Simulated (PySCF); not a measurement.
GaCl₂, SMILES [Cl][Ga+][Cl], charge +1. The structure is a stationary point at PBE0-D3(BJ)/def2-TZVP. The spin state was assumed, not searched. The isomer is the one that the SMILES or the coordinates give; other isomers of the formula were not compared.

TDA-CAM-B3LYP/def2-SVPD (PySCF) puts the lowest singlet excitations at 5.36, 5.36, 5.99, 5.99, 6.98, 7.05 eV.

What are the lowest excitation roots from ADC(2)/aug-cc-pVDZ (PySCF)? (An estimate is asked for; the answer gives what the named calculation found.)

5.90, 5.90, 6.57, 6.57, 7.38, 7.45 eV. S1 differs by 0.54 eV (second minus first; roots are paired by order, and the bases may differ).
